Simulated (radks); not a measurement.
The lead ion Pb+, configuration [Xe] 4f13.5 5d10 6s2 6p1.5 (fractional occupations, a model configuration). Method: scalar-relativistic Kohn-Sham, LDA (Slater exchange, Perdew-Wang correlation), spin-polarised, spherical densities, finite nucleus; open shells are filled with parallel spins first (spin-orbit coupling, left out, can overturn this in heavy ions); Fermi nuclear charge, rms radius 5.5012 fm; computed with a radial shooting solver on a logarithmic mesh with Libxc functionals.

X-ray form factor f0, the Fourier transform of the density (f0(0) = 81):

sin(theta)/lambda (1/angstrom),f0 (electrons)
0.05,79.949
0.1,77.165
0.15,73.424
0.2,69.373
0.25,65.360
0.3,61.534
0.4,54.631
0.5,48.781
0.6,43.884
0.8,36.176
1,30.175
1.25,24.281
1.5,20.021
2,15.251
